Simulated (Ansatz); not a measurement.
Cost and result for the atomization energy of C$_{2}$H$_{3}$ClGaNO (`[CH3][Ga]([Cl])[N]=C=O`) (9 atoms, 8 bonds).

```xyz
9

C    -0.8765    1.4956    0.6173
Ga   -0.0955    0.0987   -0.4750
Cl   -0.2364    0.0213   -2.6100
N     0.8380   -1.2989    0.2563
C     1.4328   -2.3010   -0.0409
O     2.0218   -3.2818   -0.2585
H    -1.7150    1.0849    1.1835
H    -0.1362    1.8639    1.3291
H    -1.2330    2.3173   -0.0018
```

The species carries charge 0 and has multiplicity 1. Correlated methods include outer-core shells of Ga, which these sets cover unevenly. Scalar relativity is left out up to krypton. The structure was optimised at the PBE0-D4/def2-TZVP level. It is one conformer, not always the lowest. Program: Ansatz. All runs use 4 threads of an Arm Neoverse V1 on a shared host. Times are those of one run each, without the atoms' runs, and a repeat can differ threefold. Electronic energies, without spin–orbit coupling; frozen cores. CCSD(T)/CBS adds CCSD(T) − MP2 in def2-TZVPP to the MP2 limit, and its time is that of the two runs behind it. T1 = 0.014. With those shells the extrapolation isn't a true limit. B3LYP takes the VWN-RPA correlation (the form of Gaussian; ORCA's B3LYP/G). HSE06 is the plane-wave form, built on full-range PBE exchange.

CCSD(T)/CBS is a level of theory with its own doubt, some kJ/mol a heavy atom from the limit and from the frozen cores, so smaller differences don't rank the functionals.

| level | functions | wall time | atomization (kcal/mol) | difference from CCSD(T)/CBS | per bond |
| --- | --- | --- | --- | --- | --- |
| PBE0-D4/def2-TZVPP | 256 | 3.9 s | 877.4 | 7.8 | 1.0 |
| HSE06-D4/def2-TZVPP | 256 | 4.3 s | 878.3 | 8.7 | 1.1 |
| CAM-B3LYP-D4/def2-TZVPP | 256 | 4.7 s | 871.7 | 2.1 | 0.3 |
| r2SCAN-D4/def2-TZVPP (with forces) | 256 | 5.5 s | 878.6 | 9.0 | 1.1 |
| B3LYP-D4/def2-TZVPP (with forces) | 256 | 6 s | 867.8 | -1.8 | -0.2 |
| r2SCANh-D4/def2-TZVPP | 256 | 6.5 s | 869.1 | -0.5 | -0.1 |
| PBE-QIDH/def2-TZVPP | 256 | 7 s | 870.3 | 0.7 | 0.1 |
| ωB97X-V/def2-TZVPP | 256 | 9.5 s | 874.6 | 5.0 | 0.6 |
| CCSD(T)/def2-SVP | 121 | 11 s | 822.6 | -47.0 | -5.9 |
| ωB97M-V/def2-TZVPP (with forces) | 256 | 14 s | 872.3 | 2.7 | 0.3 |
| MP2/def2-QZVPP | 477 | 26 s | 893.4 | 23.8 | 3.0 |
| CCSD(T)/def2-TZVPP | 256 | 4.5 min | 846.4 | -23.2 | -2.9 |
| CCSD(T)/CBS(def2) | – | 4.9 min | 869.6 | 0.0 | 0.0 |

At CCSD(T), def2-SVP lies −46.9 kcal/mol from the extrapolated value and def2-TZVPP −23.2 kcal/mol: correlation converges slowly with the basis, and small sets miss more of it in the bonded molecule than in its fragments. From r2SCAN to r2SCAN0 (25 % exact exchange), in def2-TZVPP and without D4, the atomization energy moves by −23.6 kcal/mol: exact exchange takes away binding that semilocal exchange gives to molecules. In def2-TZVPP, CCSD(T) changes the Hartree–Fock value by +243.7 kcal/mol (the triples alone add +20.2 kcal/mol) and MP2 by +277.2 kcal/mol; breaking electron pairs costs correlation energy, which Hartree–Fock lacks.
